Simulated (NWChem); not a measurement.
Basis-set convergence for arsine (H₃As)

SMILES: [AsH3]
```xyz
4

As     0.0010     0.0710     0.0000
H     -0.6467    -0.7723     1.1007
H     -0.6467    -0.7723    -1.1007
H      1.2596    -0.7997     0.0000
```
Charge 0, spin multiplicity 1.

The numbers come from NWChem runs, not from measurements. All single points use one geometry, from B3LYP/def2-SVP, a minimum by its harmonic frequencies.

Quantity: first vertical ionisation energy at the level G0W0@PBE0.

The Hamiltonian is non-relativistic. GW and range-separated runs recompute their integrals, the others keep them in memory, which bears on the times.

Relative cost: rough, from shared machines, SCF included, def2-SVP = 1.

```tsv
basis	functions	first vertical ionisation energy (eV)	relative cost
def2-SVP	47	?	1
def2-TZVPD	81	?	under 3
def2-TZVPP	90	10.14	3
def2-QZVP	165	?	20
```

What belongs in the gaps?


- def2-SVP, first vertical ionisation energy (eV): 9.78
- def2-TZVPD, first vertical ionisation energy (eV): 10.06
- def2-QZVP, first vertical ionisation energy (eV): 10.31
